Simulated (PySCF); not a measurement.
CH₄Cl₂Si, SMILES Cl[SiH](Cl)C.

Geometry: B3LYP-D3(BJ)/def2-SVP.

The numbers are results of PySCF with B3LYP-D3(BJ)/def2-SVP, not measurements.

Frequencies are harmonic and unscaled.

```json
[
 {"mode": "1", "ν (cm⁻¹)": "164", "IR (km/mol)": "0.0", "Raman (Å⁴/amu)": "0.1", "depolarisation": "0.75", "moving atoms (share of kinetic energy)": "H 96 %"},
 {"mode": "2", "ν (cm⁻¹)": "176", "IR (km/mol)": "3.6", "Raman (Å⁴/amu)": "3.5", "depolarisation": "0.72", "moving atoms (share of kinetic energy)": "Cl 72 %, Si 15 %, C 9 %"},
 {"mode": "3", "ν (cm⁻¹)": "187", "IR (km/mol)": "0.6", "Raman (Å⁴/amu)": "2.3", "depolarisation": "0.75", "moving atoms (share of kinetic energy)": "C 35 %, H 31 %, Cl 28 %"},
 {"mode": "4", "ν (cm⁻¹)": "244", "IR (km/mol)": "7.5", "Raman (Å⁴/amu)": "2.2", "depolarisation": "0.65", "moving atoms (share of kinetic energy)": "Si 38 %, Cl 26 %, H 20 %, C 16 %"},
 {"mode": "5", "ν (cm⁻¹)": "496", "IR (km/mol)": "39.4", "Raman (Å⁴/amu)": "11.2", "depolarisation": "0.04", "moving atoms (share of kinetic energy)": "Cl 51 %, Si 35 %, C 8 %"},
 {"mode": "6", "ν (cm⁻¹)": "567", "IR (km/mol)": "108.3", "Raman (Å⁴/amu)": "4.4", "depolarisation": "0.75", "moving atoms (share of kinetic energy)": "Si 53 %, Cl 39 %"},
 {"mode": "7", "ν (cm⁻¹)": "678", "IR (km/mol)": "6.1", "Raman (Å⁴/amu)": "10.2", "depolarisation": "0.70", "moving atoms (share of kinetic energy)": "H 72 %, C 20 %"},
 {"mode": "8", "ν (cm⁻¹)": "752", "IR (km/mol)": "87.7", "Raman (Å⁴/amu)": "4.6", "depolarisation": "0.07", "moving atoms (share of kinetic energy)": "Si 36 %, H 32 %, C 30 %"},
 {"mode": "9", "ν (cm⁻¹)": "754", "IR (km/mol)": "1.3", "Raman (Å⁴/amu)": "7.5", "depolarisation": "0.75", "moving atoms (share of kinetic energy)": "H 88 %, C 11 %"},
 {"mode": "10", "ν (cm⁻¹)": "864", "IR (km/mol)": "199.8", "Raman (Å⁴/amu)": "5.3", "depolarisation": "0.75", "moving atoms (share of kinetic energy)": "H 78 %, Si 12 %, C 10 %"},
 {"mode": "11", "ν (cm⁻¹)": "901", "IR (km/mol)": "120.5", "Raman (Å⁴/amu)": "6.0", "depolarisation": "0.73", "moving atoms (share of kinetic energy)": "H 80 %, C 13 %"},
 {"mode": "12", "ν (cm⁻¹)": "1276", "IR (km/mol)": "22.8", "Raman (Å⁴/amu)": "0.8", "depolarisation": "0.27", "moving atoms (share of kinetic energy)": "H 78 %, C 22 %"},
 {"mode": "13", "ν (cm⁻¹)": "1426", "IR (km/mol)": "5.0", "Raman (Å⁴/amu)": "12.3", "depolarisation": "0.74", "moving atoms (share of kinetic energy)": "H 96 %"},
 {"mode": "14", "ν (cm⁻¹)": "1428", "IR (km/mol)": "2.6", "Raman (Å⁴/amu)": "10.7", "depolarisation": "0.75", "moving atoms (share of kinetic energy)": "H 96 %"},
 {"mode": "15", "ν (cm⁻¹)": "2269", "IR (km/mol)": "106.2", "Raman (Å⁴/amu)": "143.8", "depolarisation": "0.19", "moving atoms (share of kinetic energy)": "H 97 %"},
 {"mode": "16", "ν (cm⁻¹)": "3035", "IR (km/mol)": "0.3", "Raman (Å⁴/amu)": "136.2", "depolarisation": "0.00", "moving atoms (share of kinetic energy)": "H 97 %"},
 {"mode": "17", "ν (cm⁻¹)": "3132", "IR (km/mol)": "1.7", "Raman (Å⁴/amu)": "90.3", "depolarisation": "0.75", "moving atoms (share of kinetic energy)": "H 91 %, C 9 %"},
 {"mode": "18", "ν (cm⁻¹)": "3139", "IR (km/mol)": "0.7", "Raman (Å⁴/amu)": "73.4", "depolarisation": "0.75", "moving atoms (share of kinetic energy)": "H 91 %, C 9 %"}
]
```
